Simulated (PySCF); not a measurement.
C₃H₈O₂Si, SMILES [Si](O)(C=C)(C)O.

Coordinates come from a PBE0-D3(BJ)/def2-SVP optimisation. One conformer was computed; it need not be the lowest.

The numbers are results of PySCF with TDA-PBE/def2-SVPD, not measurements.

Vertical excitations. Isolated molecule, no solvent.

Computed excitation energies, oscillator strengths and character:
```json
[
 {"state": "S1", "energy (eV)": "5.43", "λ (nm)": "228", "f": "0.005", "main pairs": "HOMO→LUMO 95 %"},
 {"state": "S2", "energy (eV)": "6.01", "λ (nm)": "206", "f": "0.032", "main pairs": "HOMO−2→LUMO 78 %, HOMO−1→LUMO 20 %"},
 {"state": "S3", "energy (eV)": "6.31", "λ (nm)": "196", "f": "0.037", "main pairs": "HOMO→LUMO+1 97 %"},
 {"state": "S4", "energy (eV)": "6.33", "λ (nm)": "196", "f": "0.020", "main pairs": "HOMO−1→LUMO+1 95 %"},
 {"state": "S5", "energy (eV)": "6.45", "λ (nm)": "192", "f": "0.004", "main pairs": "HOMO−3→LUMO 96 %"},
 {"state": "S6", "energy (eV)": "6.67", "λ (nm)": "186", "f": "0.010", "main pairs": "HOMO−4→LUMO 98 %"},
 {"state": "S7", "energy (eV)": "7.03", "λ (nm)": "176", "f": "0.009", "main pairs": "HOMO−2→LUMO+1 66 %, HOMO→LUMO+2 25 %"},
 {"state": "S8", "energy (eV)": "7.09", "λ (nm)": "175", "f": "0.012", "main pairs": "HOMO→LUMO+2 67 %, HOMO−2→LUMO+1 30 %"},
 {"state": "S9", "energy (eV)": "7.13", "λ (nm)": "174", "f": "0.135", "main pairs": "HOMO−1→LUMO+2 66 %, HOMO−1→LUMO 14 %"},
 {"state": "S10", "energy (eV)": "7.28", "λ (nm)": "170", "f": "0.145", "main pairs": "HOMO−5→LUMO 31 %, HOMO−1→LUMO+2 25 %, HOMO−1→LUMO 17 %, HOMO−1→LUMO+3 8 %"},
 {"state": "T1", "energy (eV)": "4.33", "λ (nm)": "286", "f": "0", "main pairs": "HOMO−1→LUMO 88 %"},
 {"state": "T2", "energy (eV)": "5.04", "λ (nm)": "246", "f": "0", "main pairs": "HOMO→LUMO 92 %"},
 {"state": "T3", "energy (eV)": "5.87", "λ (nm)": "211", "f": "0", "main pairs": "HOMO−2→LUMO 94 %"},
 {"state": "T4", "energy (eV)": "6.16", "λ (nm)": "201", "f": "0", "main pairs": "HOMO→LUMO+1 99 %"}
]
```
Triplets are in the Tamm–Dancoff approximation.
